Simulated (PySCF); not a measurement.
Te(SiH3)(OSiH3) (H₆OSi₂Te), SMILES [SiH3]O[Te][SiH3]. Geometry: B3LYP-D3(BJ)/def2-SVP. This is a generated structure with no PubChem entry under its InChIKey; it may be hypothetical. The def2 effective core potentials stand for the cores of Te; spin–orbit coupling is left out. Other conformers were not sampled.

Computed equilibrium geometry at B3LYP-D3(BJ)/def2-SVP (PySCF confirms it by a frequency run) as bond lengths and angles (one conformer of several):
Atoms: Te1 Si2 H3 H4 H5 O6 Si7 H8 H9 H10. Bonds (Å): Te1–Si2 2.526, Te1–O6 2.032, Si2–H3 1.491, Si2–H4 1.488, Si2–H5 1.488, O6–Si7 1.675, Si7–H8 1.494, Si7–H9 1.489, Si7–H10 1.494. Bond angles (°): Si2–Te1–O6 91.5, Te1–Si2–H3 105.9, Te1–Si2–H4 109.8, Te1–Si2–H5 110.2, H3–Si2–H4 110.6, H3–Si2–H5 110.5, H4–Si2–H5 109.8, Te1–O6–Si7 121.9, O6–Si7–H8 111.7, O6–Si7–H9 106.3, O6–Si7–H10 111.3, H8–Si7–H9 109.6, H8–Si7–H10 108.2, H9–Si7–H10 109.7.
